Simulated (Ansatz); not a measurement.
Abridged output of a molecular run in Ansatz:

```
Functional definition: HF
1378 factors; integrals over basis functions are off by at most 7.8e-4 eV
mean field evaluation 1: about -23971.6211 eV, gradient 3.3e1 eV
mean field evaluation 2: about -23971.9404 eV, gradient 3.3e1 eV
mean field evaluation 4: about -23974.8000 eV, gradient 4.0e0 eV
mean field evaluation 8: about -23974.8648 eV, gradient 4.6e-1 eV
mean field evaluation 16: about -23974.8670 eV, gradient 1.3e-6 eV
mean field -23974.86696808 eV, -881.0601103283 hartree, gradient 1.3e-6 eV, S^2 0.000000; 0 other end points of the search recorded, 0 dependent functions left out
13 core orbitals not correlated: weight in the atoms' cores, before any rotation towards them, 1.000 or more for the frozen orbitals, at most 0.000 for the correlated occupied ones
reference -23974.86696808 eV, -881.0601103283 hartree; 14, 14 occupied and 206, 206 virtual orbitals, 1378 factors
second order -22.03352783 eV of doubles, -0.00000000 eV of singles
cycle   1  -22.43035157 eV  change   -4.0e-1 eV  update   1.1e-1
cycle   2  -23.01297806 eV  change   -5.8e-1 eV  update   3.5e-2
cycle   3  -23.15956302 eV  change   -1.5e-1 eV  update   1.8e-2
cycle   4  -23.14889194 eV  change    1.1e-2 eV  update   4.4e-3
cycle   5  -23.14720164 eV  change    1.7e-3 eV  update   1.8e-3
cycle   6  -23.14792568 eV  change   -7.2e-4 eV  update   6.0e-4
cycle   7  -23.14770423 eV  change    2.2e-4 eV  update   2.3e-4
cycle   8  -23.14774987 eV  change   -4.6e-5 eV  update   9.7e-5
cycle   9  -23.14777932 eV  change   -2.9e-5 eV  update   3.4e-5
perturbative correction -1.09101774 eV, -0.0400941623 hartree
Total energy: -23999.10576513 eV, -881.9508696904 hartree
```

Its atoms:

Cartesian coordinates in Å:
```
C 1.336 -0.756 -1.572
C 0.455 -0.678 -0.611
N -0.366 -0.660 0.275
Si -1.097 0.534 1.275
Cl -0.415 2.429 0.887
H 2.382 -0.899 -1.339
H 1.022 -0.669 -2.603
H -0.768 0.200 2.674
H -2.549 0.500 1.013
```

(1) Which basis set was used?
A. cc-pV(Q+d)Z
B. def2-TZVPPD
C. def2-SVP
D. def2-TZVPP

(2) Write the keys of the input that set method, charge and spin (a neutral closed shell needs none for the last two).

## Answers

(1) D. It gives 233 functions.

(2) 
```yaml
correlation: {method: ccsd_t}
```
